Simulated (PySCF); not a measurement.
A structure optimised at B3LYP-D3(BJ)/def2-SVP, used in a PySCF frequency run:

```xyz
12

Al     0.0000     0.0000     0.0250
C      1.7218     0.0000    -0.9163
H      2.5887     0.0000    -0.2350
H      1.8159     0.8834    -1.5726
H      1.8159    -0.8834    -1.5726
C     -1.7218     0.0000    -0.9163
H     -1.8159     0.8834    -1.5726
H     -2.5887     0.0000    -0.2350
H     -1.8159    -0.8834    -1.5726
N      0.0000     0.0000     1.8063
H     -0.8295     0.0000     2.3930
H      0.8295     0.0000     2.3930
```

### Question
Write its SMILES, formula and point group.

### Answer
[CH3][Al]([CH3])[NH2], C2H8AlN, C2v

### Question
What are its rotational constants (standard atomic weights)?

### Answer
5.5777, 4.9279, 2.7045 GHz
